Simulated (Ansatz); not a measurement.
Molecule: C3HF4 (charge 0, doublet). It need not be the lowest isomer of its formula. 
Geometry from a B3LYP-D3(BJ)/def2-TZVP (Ansatz, a first-principles code) optimisation:
```xyz
8

F      2.2558    -0.4195    -0.5784
C      1.7543     0.4874     0.2018
C      0.5216     0.7655     0.5570
C     -0.7004     0.0277     0.0975
F     -1.3724    -0.4894     1.1475
F     -0.4186    -0.9807    -0.7404
F     -1.5534     0.8594    -0.5367
H      0.3454     1.5885     1.2350
```
Charge 0, spin multiplicity 2.

Atomisation energy built up term by term with Ansatz (kcal/mol; UHF references for open shells; valence terms freeze the core; atomic spin-orbit terms are left out). Basis-set limits of correlation are two-point, X^-3; Hartree-Fock from the larger set.

The UHF reference is spin-contaminated (<S^2> 0.17 over the pure value in the largest basis). 

```json
[
 {"term": "Hartree-Fock", "basis": "cc-pVQZ", "kcal/mol": "536.11"},
 {"term": "CCSD correlation", "basis": "CBS(cc-pVTZ,cc-pVQZ)", "kcal/mol": "229.34"},
 {"term": "(T)", "basis": "CBS(cc-pVTZ,cc-pVQZ)", "kcal/mol": "22.21"},
 {"term": "core correlation", "basis": "cc-pwCVTZ", "kcal/mol": "3.34"},
 {"term": "scalar relativity (X2C)", "basis": "cc-pVTZ-DK against cc-pVTZ", "kcal/mol": "-1.14"},
 {"term": "sum: De", "basis": "", "kcal/mol": "789.9"}
]
```

(T) makes 2.8 % of the CCSD(T) atomisation energy; under 5 % is typical of single-reference molecules.
